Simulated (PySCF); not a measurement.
C5H14BOP.
Bonds: B1–P2, P2–C3, P2–C4, C4–C5, C5–O6, O6–C7, C7–C8, P2–C8. Hydrogens: H9, H10, H11 on B1; H12, H13, H14 on C3; H15, H16 on C4; H17, H18 on C5; H19, H20 on C7; H21, H22 on C8.

Method: TDDFT PBE0/def2-SVPD, vertical, gas phase, core orbitals frozen in the response (PySCF 2.14.0, density-fitted response routines). Geometry: PBE0-D3(BJ)/def2-SVP, one conformer, isolated molecule.

Task: What does the calculation give for the low-lying excited states?

Result: 

| state | E (eV) | ν̃ (cm⁻¹) | f | main configurations (H = HOMO, L = LUMO) |
| --- | --- | --- | --- | --- |
| S1 | 6.89 | 55540 | 0.0027 | H→L (96%) |
| S2 | 7.38 | 59540 | 0.010 | H-1→L (95%) |
| S3 | 7.47 | 60240 | 0.041 | H-2→L (92%) |
| S4 | 7.52 | 60680 | 0.0022 | H→L+1 (90%) |
| S5 | 7.61 | 61380 | 0.023 | H-3→L (47%), H→L+3 (43%) |
| S6 | 7.68 | 61950 | 0.031 | H→L+2 (97%) |
| S7 | 7.80 | 62900 | 0.017 | H→L+4 (85%) |
| S8 | 7.86 | 63420 | 0.0084 | H→L+5 (78%), H-1→L+1 (14%) |
| S9 | 7.92 | 63840 | 0.051 | H→L+3 (45%), H-3→L (43%) |
| S10 | 8.00 | 64530 | 0.059 | H-1→L+1 (71%), H→L+5 (13%) |

Triplets, Tamm–Dancoff:

| state | E (eV) | λ (nm) | main configurations (H = HOMO, L = LUMO) |
| --- | --- | --- | --- |
| T1 | 6.75 | 183.7 | H→L (92%) |
| T2 | 7.27 | 170.6 | H→L+5 (34%), H→L+1 (18%), H-1→L (17%) |
| T3 | 7.28 | 170.3 | H→L+1 (30%), H-1→L (21%), H→L+5 (13%) |
| T4 | 7.31 | 169.5 | H-1→L (51%), H→L+5 (32%) |

The lowest singlet comes at 180 nm (664 kJ/mol) in the vacuum ultraviolet; it is very weak; its leading configuration is HOMO→LUMO (96%). The strongest level in the table is S10 at 8.00 eV (155 nm, f = 0.059). It is the last of those listed, so stronger ones may follow. Löwdin shares by element: HOMO oxygen 23%, boron 18%, phosphorus 14%, carbon 7% or more (atoms not listed hold the other 38%); LUMO carbon 30% or more, hydrogen 8% or more (atoms not listed hold the other 62%). The oscillator strengths of these states sum to 0.245; summed over the whole spectrum of an exact calculation they would give the number of electrons, 72 (Thomas–Reiche–Kuhn). Of the 10 states listed, 7 reach f = 0.01 and none stays under 0.0005. Orbital energies (eV): HOMO-3 -8.51, HOMO-2 -8.08, HOMO-1 -8.02, HOMO -7.67, LUMO 0.22, LUMO+1 0.92, LUMO+2 0.99. All these states lie below the vertical ionisation energy of 9.37 eV (ΔSCF). Singlets were solved by full linear response, triplets in the Tamm–Dancoff approximation.

Without π bonds the low states may be Rydberg-like; a valence basis with one diffuse set may place them up to an eV too high.
